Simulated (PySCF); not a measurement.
Te(NH2)(SeH) (H₃NSeTe), SMILES N[Te][SeH].

Geometry: B3LYP-D3(BJ)/def2-SVP. The def2 effective core potentials stand for the cores of Te; spin–orbit coupling is left out. One conformer was computed; it need not be the lowest.

The numbers are results of TDA-LC-ωPBE/def2-SVPD run with PySCF 2.14.0, not measurements.

Vertical excitations. Isolated molecule, no solvent.

### Question
Estimate the UV-visible absorptions. (An estimate is asked for; the answer gives what the named calculation found.)

### Answer

```tsv
state	energy (eV)	λ (nm)	f	main pairs
S1	3.52	352	0.002	HOMO→LUMO 87 %
S2	4.19	296	0.003	HOMO−1→LUMO 85 %
S3	4.38	283	0.002	HOMO→LUMO+1 77 %
S4	5.45	227	0.122	HOMO−2→LUMO 70 %, HOMO−1→LUMO+1 18 %
S5	5.60	221	0.035	HOMO−2→LUMO+1 78 %
S6	5.91	210	0.021	HOMO−1→LUMO+3 42 %, HOMO−1→LUMO+2 18 %, HOMO−1→LUMO+9 9 %, HOMO−1→LUMO+6 8 %
S7	6.22	199	0.079	HOMO→LUMO+3 72 %
S8	6.36	195	0.158	HOMO−1→LUMO+1 52 %, HOMO−2→LUMO 13 %, HOMO−3→LUMO 8 %
S9	6.83	182	0.043	HOMO→LUMO+2 65 %
S10	7.17	173	0.132	HOMO→LUMO+4 72 %
T1	2.82	440	0	HOMO→LUMO 90 %
T2	3.46	359	0	HOMO→LUMO+1 75 %, HOMO→LUMO+5 13 %
T3	3.55	349	0	HOMO−1→LUMO 86 %
T4	4.07	305	0	HOMO−2→LUMO 80 %
```
Triplets are in the Tamm–Dancoff approximation.
